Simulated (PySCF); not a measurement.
Simulated characterisation data

Computed data (PySCF 2.14): coordinates at the GFN2-xTB level, B3LYP/pcJ-1 coupling constants (spin–dipole term left out of most H,H and C,H couplings), PBE0/pcSseg-1 with gauge-including orbitals. Relativity neglected, isolated molecule, one computed conformer, rapidly exchanging positions averaged.

References, each an isolated molecule treated in the same way: ¹H (31.72 ppm) and ¹³C (186.93 ppm) vs TMS. Multiplet labels drop J under 1 Hz and among equivalent protons, and merge close values. Unscaled 3J(H,H) run several per cent high. Where no couplings were computed, multiplicities follow the n + 1 count of equivalent neighbours, and m marks all less simple cases (inequivalent or close neighbours, rings, F or P nearby). Shifts are as computed. Against solution values, carbons near 30 ppm lie about +3 ppm off and those near 130 ppm about +5 ppm. Of 1211 compounds with measured shifts, 218 miss one by over three times the rms of a fit or turn the order of signals round; such compounds aren't used in these exercises. Across acyclic CH2–CH2 and CH–CH2 bonds, 3J(H,H) assumes equally populated rotamers.

Compound 1 (C₆H₁₀O₂Si). ¹H NMR (600 MHz, computed): δ 8.15 (s, 1H), 7.09 (m, 1H), 7.05 (m, 1H), 5.72 (m, 1H), 5.70 (m, 1H), 5.27 (s, 2H), 1.90 (s, 3H). ¹³C{¹H} NMR (computed): δ 164.9, 152.1, 139.1, 134.4, 128.9, 14.7. Structure: SMILES C=C/C=C(\C)[SiH2]OC=O.

Compound 2 (C₄H₁₀O). ¹H NMR (600 MHz, computed): δ 3.52 (s, 3H), 3.25 (t, J = 7.4 Hz, 2H), 1.68 (sext, J = 7.8 Hz, 2H), 0.91 (t, J = 8.0 Hz, 3H). ¹³C{¹H} NMR (computed): δ 80.6 (CH2), 61.6 (CH3), 27.7 (CH2), 11.7 (CH3). Structure: `CCCOC`.
